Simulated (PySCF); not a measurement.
# Dipole response of Mg (magnesium, neutral)

[Ne] 3s2, closed-shell 1S. Calculation: PySCF 2.14, in aug-cc-pVQZ-DK (7s6p4d3f2g, 84 functions); the spin-free X2C one-electron Hamiltonian (Gaussian nucleus). Coupled (time-dependent) response in atomic units; α is the mean over directions.

```csv
method,mean α (bohr³),C₆ (like pair),S(−4)
UHF,80.96,757.3,3503
PBE,73.54,652.3,2941
PBE0,74.50,667.3,2985
BHandHLYP,73.07,647.6,2879
M06,80.86,713.6,3937
```

S(−4) is the Cauchy moment in α(ω) = α(0) + S(−4) ω² + …

Reference α: 71.2 ± 0.4 bohr³ (recommended; Schwerdtfeger and Nagle, table of static dipole polarizabilities (2023 update)). Published C₆: 626.0 (Chu and Dalgarno (2004); Tang, Norbeck and Certain (1976)).

Hartree-Fock lies above the reference because it lacks correlation, which contracts the outer shell.

α(iu) at BHandHLYP:

```json
{"u (hartree)": "0", "α(iu) (bohr³)": "73.07"}
{"u (hartree)": "0.0500", "α(iu) (bohr³)": "66.53"}
{"u (hartree)": "0.100", "α(iu) (bohr³)": "52.55"}
{"u (hartree)": "0.200", "α(iu) (bohr³)": "28.83"}
{"u (hartree)": "0.300", "α(iu) (bohr³)": "16.65"}
{"u (hartree)": "0.500", "α(iu) (bohr³)": "7.252"}
{"u (hartree)": "0.750", "α(iu) (bohr³)": "3.586"}
{"u (hartree)": "1.00", "α(iu) (bohr³)": "2.182"}
{"u (hartree)": "1.50", "α(iu) (bohr³)": "1.112"}
{"u (hartree)": "2.00", "α(iu) (bohr³)": "0.7029"}
{"u (hartree)": "3.00", "α(iu) (bohr³)": "0.3717"}
{"u (hartree)": "5.00", "α(iu) (bohr³)": "0.1604"}
```
